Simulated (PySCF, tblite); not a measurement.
Isomers of CH8O3Si3, one GFN2-xTB conformer each. Single-point energies are computed at PBE0/pcSseg-1 (PySCF, gas phase, no added dispersion term), electronic only.

Task: Rank them by PBE0/pcSseg-1 energy, lowest first (kcal/mol).
A. `C[SiH]1O[SiH2]O[SiH2]O1`
B. `[SiH3:1][O:2][CH:3]1[O:4][SiH2:5][SiH2:6][O:7]1` with Si1–O2–C3–O4 47°, O2–C3–O4–Si5 86°, C3–O4–Si5–Si6 19°, O4–Si5–Si6–O7 1°, Si5–Si6–O7–C3 -21°

Result: A (0.0), B (122.9).

As drawn, the lower has an Si–C bond, which the higher lacks; the higher has an Si–Si bond, which the lower lacks. GFN2-xTB itself gives, in the same order: 0.0, 98.3. Both levels put the same isomer lowest.

Task: Which frontier levels, dipoles and rotational constants go with these structures?

Result: 
```tsv
SMILES	HOMO (eV, PBE0/pcSseg-1)	LUMO (eV)	dipole (D)	A, B, C (MHz)
C[SiH]1O[SiH2]O[SiH2]O1	-8.21	0.80	0.63	2219, 1450, 978.0
[SiH3]OC1O[SiH2][SiH2]O1	-8.40	-0.71	1.94	2704, 1086, 911.7
```

Task: What happens when harmonic zero-point energies from GFN2-xTB frequencies are added?

Result: 
```json
{"SMILES": "C[SiH]1O[SiH2]O[SiH2]O1", "ZPE (kcal/mol)": "58.6", "electronic (kcal/mol)": "0.0", "with ZPE (kcal/mol)": "0.0"}
{"SMILES": "[SiH3]OC1O[SiH2][SiH2]O1", "ZPE (kcal/mol)": "54.8", "electronic (kcal/mol)": "122.9", "with ZPE (kcal/mol)": "119.2"}
```

The zero-point energies span 3.8 kcal/mol. The order is unchanged.
